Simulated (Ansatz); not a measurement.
The cluster Au₂O₂⁻. Charge -1, multiplicity 2. Geometry PBE-D4/def2-TZVPD, basis def2-TZVPD, Ansatz.

```
atom   x (Å)   y (Å)   z (Å)
 Au1   0.310   0.326   3.123
 Au2  -0.135   0.063   0.603
  O3  -0.586  -0.153  -1.438
  O4   0.411  -0.236  -2.288
```

| run | HOMO (eV) | LUMO (eV) |
| --- | --- | --- |
| A | -1.17 | 2.03 |
| B | -3.58 | 3.74 |
| C | -0.31 | 1.11 |
| D | -0.79 | 1.69 |
| E | -1.30 | 2.12 |

In the def2 sets Au takes a core potential; there is no spin–orbit coupling. LC-ωPBE has ω = 0.4 bohr⁻¹. HSE06 is defined as in plane-wave codes, on full-range PBE exchange. The structure holds one bond between oxygen atoms, so isomers without such links may lie far lower. The structure comes from a short search, and lower isomers may exist.

HOMO and LUMO are taken over both spins.

Question: The runs used HSE06, LC-ωPBE, PBE0, r2SCAN, r2SCAN0. Estimate which is which.

Answer: A PBE0 (25 % exact exchange); B LC-ωPBE (range-separated); C r2SCAN (0 % exact exchange); D HSE06 (range-separated); E r2SCAN0 (25 % exact exchange). Exact exchange lowers occupied and raises empty levels; among semilocal functionals meta-GGAs tend to open the gap a little, and such runs are hard to tell apart. The gap grows from 1.41 eV (r2SCAN) to 7.32 eV (LC-ωPBE).
